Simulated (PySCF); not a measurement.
MoO₂F₂, SMILES [O]=[Mo](=[O])([F])[F], multiplicity 1.

Geometry optimised at B3LYP-D3(BJ)/def2-SVP. The multiplicity is an assumed one; other spin states were not compared. The def2 effective core potentials stand for the cores of Mo; spin–orbit coupling is left out.

All values below come from PBE/def2-TZVPD in PySCF.

Symmetry labels are those of the subgroup C2v that the program uses (full group C2v).

Computed valence orbital energies around the gap with their symmetry:
```
orbital  symmetry  energy (eV)
-------  --------  -----------
HOMO−7         B2       -11.96
HOMO−6         B1       -10.98
HOMO−5         A1       -10.93
HOMO−4         B2       -10.33
HOMO−3         A2        -9.81
HOMO−2         A1        -9.52
HOMO−1         B1        -9.44
HOMO           B2        -8.43
LUMO           A1        -4.12
LUMO+1         A2        -3.78
LUMO+2         B1        -2.80
LUMO+3         A1        -2.02
```
